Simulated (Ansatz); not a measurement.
Stepwise reaction of `[CH3][SnH]([CH3])[Cl]` with hydrogen, as a gas-phase model of exchange steps in deposition or etching. ΔE in kJ/mol; ΔG adds harmonic PBE0-D4 terms to CCSD(T)/CBS, at 1 bar.

Computed with Ansatz on PBE0-D4/def2-TZVP structures; ΔE is electronic, products minus reactants. CBS: MP2 limit from def2 TZ/QZ plus the TZ coupled-cluster correction, frozen cores. This one scheme is used for every species. Functionals use def2-TZVPP. B3LYP here is the variant with VWN-RPA as its local correlation; programs differ in this. Elements past krypton have def2 core potentials. For Sn outer-core shells are correlated without core-valence functions, which leaves a few kJ/mol of doubt a bond.

```csv
step,reaction,PBE-D4,B3LYP-D4,ωB97M-V,CCSD(T)/CBS,ΔG(400 K)
1,`[CH3][SnH]([CH3])[Cl]` + H₂ → `[CH3][SnH2][Cl]` + CH₄,-33.9,-38.0,-36.7,-28.6,-21.8
2,`[CH3][SnH2][Cl]` + H₂ → `[Cl][SnH3]` + CH₄,-33.7,-37.9,-36.8,-28.5,-18.6
```

(1) By hand: ΔE of the 2 steps together at CCSD(T)/CBS.

Answers

(1) (-28.6) + (-28.5) = -57.1 kJ/mol, or -28.6 kJ/mol a step.

In ΔE the steps differ by no more than 0.1 kJ/mol. All are downhill at CCSD(T)/CBS. ΔG lies between -21.8 and -18.6 kJ/mol a step. PBE-D4 differs from CCSD(T)/CBS by -5.3 to -5.2 kJ/mol a step. Only this route is followed, and other bonds may react first. Isolated molecules leave out the surface, adducts and barriers. Largest T1 diagnostic: 0.012.
